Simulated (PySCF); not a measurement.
## EPR parameters of C6H8NO

Species: C6H8NO (doublet state).
Z-matrix (Å and degrees, GFN2-xTB geometry), rows numbered from 1:
```
C 
C   1  1.5161
O   2  1.2273  1  121.79
C   2  1.4356  1  115.57  3  -179.95
C   4  1.3759  2  125.64  1   179.89
N   5  1.3530  4  109.98  2   179.96
C   6  1.3476  5  111.82  4    -0.07
C   7  1.4865  6  108.72  5     0.12
H   1  1.0887  2  110.07  3   119.70
H   1  1.0886  2  110.24  3  -120.84
H   1  1.0863  2  109.52  3    -0.51
H   5  1.0714  4  127.77  2     0.05
H   6  1.0086  5  124.22  4   179.85
H   7  1.0690  6  122.97  5   179.63
H   8  1.0993  4  112.37  2    59.65
H   8  1.0993  4  112.35  2   -59.51
```

The hyperfine couplings belong to this conformer and change with its torsions.

The species is `C1[CH]NC=C1C(C)=O` [radical].

Method used: UKS B3LYP, pcH-1 on C H N O, non-relativistic, mean-field spin-orbit, GIAO (PySCF 2.14.0). Geometry: GFN2-xTB, one conformer, isolated molecule. Couplings are sensitive to structure, and on GFN2-xTB geometries they can be far from those on DFT ones. The SCF solution wasn't tested for stability.

| Property | Result |
| --- | --- |
| g1, g2, g3 | 2.00213, 2.00308, 2.00401 |
| g_iso | 2.00307 |
| Form of g | rhombic: the two nearest values differ by 50 % of g3 − g1 |
| ⟨S²⟩ | 0.7655 (exact 0.7500) |
| α and β electrons | 30, 29 |
| HOMO–LUMO gap, α and β orbitals | 3.35, 4.50 eV |
| Basis functions | 280 |

Hyperfine couplings atom by atom, in mT; T1 to T3 are the principal values of the dipolar part; ρ(0) is the spin density at the nucleus (MHz turned into mT with g_iso):

| atom | isotope | a_iso | T1 | T2 | T3 | Mulliken spin population | ρ(0) (bohr⁻³) |
| --- | --- | --- | --- | --- | --- | --- | --- |
| C1 | 13C | -0.07 | -0.02 | -0.01 | 0.02 | 0.00 | -0.0018 |
| C2 | 13C | -0.30 | -0.08 | 0.00 | 0.07 | 0.00 | -0.0076 |
| O3 | 17O | -0.25 | -1.07 | 0.53 | 0.53 | 0.09 | 0.0115 |
| C4 | 13C | 0.55 | -0.59 | -0.49 | 1.07 | 0.20 | 0.0137 |
| C5 | 13C | -0.28 | -0.07 | 0.01 | 0.06 | -0.02 | -0.0069 |
| N6 | 14N | -0.11 | -0.13 | -0.10 | 0.23 | 0.01 | -0.0095 |
| C7 | 13C | 2.28 | -2.19 | -2.12 | 4.31 | 0.73 | 0.0568 |
| C8 | 13C | -1.35 | -0.04 | 0.02 | 0.03 | -0.10 | -0.0337 |
| H9 | 1H | 0.04 | -0.06 | -0.03 | 0.09 | 0.00 | 0.0003 |
| H10 | 1H | 0.04 | -0.06 | -0.03 | 0.09 | 0.00 | 0.0003 |
| H11 | 1H | -0.01 | -0.04 | -0.02 | 0.05 | 0.00 | -0.0001 |
| H12 | 1H | -0.06 | -0.09 | -0.05 | 0.14 | 0.00 | -0.0004 |
| H13 | 1H | -0.21 | -0.18 | -0.13 | 0.31 | 0.00 | -0.0013 |
| H14 | 1H | -1.82 | -1.06 | 0.03 | 1.03 | -0.03 | -0.0114 |
| H15 | 1H | 5.70 | -0.14 | -0.06 | 0.20 | 0.06 | 0.0357 |
| H16 | 1H | 5.69 | -0.14 | -0.06 | 0.20 | 0.06 | 0.0357 |

Largest spin populations (Mulliken): C7 (+0.73), C4 (+0.20), C8 (-0.10) and O3 (+0.09). The angles at C7 add up to 360.0°, so it is planar; its axial dipolar tensor and the negative coupling of its proton fit spin in a p orbital normal to that plane.

Axes: g2 points within 10° of the C4–C5 bond and g3 points within 1° of the C7–H14 bond.

Under fast tumbling the dipolar parts average out, and these isotropic splittings remain: 2 × 1H (H15/H16, I = 1/2, 3 lines) with 5.69 mT, 1 × 1H (H14, I = 1/2, 2 lines) with 1.82 mT, 1 × 1H (H13, I = 1/2, 2 lines) with 0.21 mT, 1 × 14N (N6, I = 1, 3 lines) with 0.11 mT and 1 × 1H (H12, I = 1/2, 2 lines) with 0.06 mT.

Class means assume fast exchange of nuclei equivalent by connectivity; if that motion is slow, each nucleus keeps its own coupling.

The 17O coupling of O3 (-6.9 MHz) shows only in satellite lines or after enrichment, since that isotope makes up about 0.038 % of natural oxygen.

The 13C coupling of C7 (63.9 MHz) shows only in satellite lines or after enrichment, since that isotope makes up about 1.07 % of natural carbon.

Hardware: one thread of an Arm Neoverse V1, no GPU, shared host with 32 logical CPUs at a one-minute load of 24. Cost: 78 s of wall time (grids of density and orbitals included), 0.97 GiB resident at most.
